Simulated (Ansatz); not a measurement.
`FC[CH](F)[GeH3]` + `ClCBr` → `Cl[CH]([GeH3])Br` + `FCCF`  (formal exchange of groups at a Ge–C bond)

Isolated molecules relaxed with PBE0-D4/def2-TZVP in Ansatz; ΔE leaves out vibrations. CCSD(T)/CBS is the MP2 limit (def2-TZVPP, def2-QZVPP) plus CCSD(T) − MP2 in def2-TZVPP, frozen cores. Functionals use def2-TZVPP. For Br, Ge outer-core shells are correlated without core-valence functions, which leaves a few kJ/mol of doubt a bond. Scalar relativity is left out up to krypton. One conformer a species, not always the lowest.

```json
{"level": "PBE-D4", "ΔE (kJ/mol)": "-7.0"}
{"level": "SCS-MP2/def2-QZVPP", "ΔE (kJ/mol)": "-15.5"}
```

**Question.** What does CCSD(T)/CBS give? (Estimate.)

**Answer.** Ansatz gave: -13.2 kJ/mol. The listed levels differ from it by 6.2, -2.3 kJ/mol.

Largest T1 diagnostic among the species: 0.012.

The D4 term adds −3.2 kJ/mol with B3LYP and −1.6 kJ/mol with PBE0; it sums over pairs of atoms, weighted by their polarisabilities, and B3LYP, whose exchange is more repulsive, gets the larger term.

B3LYP here is the variant with VWN-RPA as its local correlation; programs differ in this.
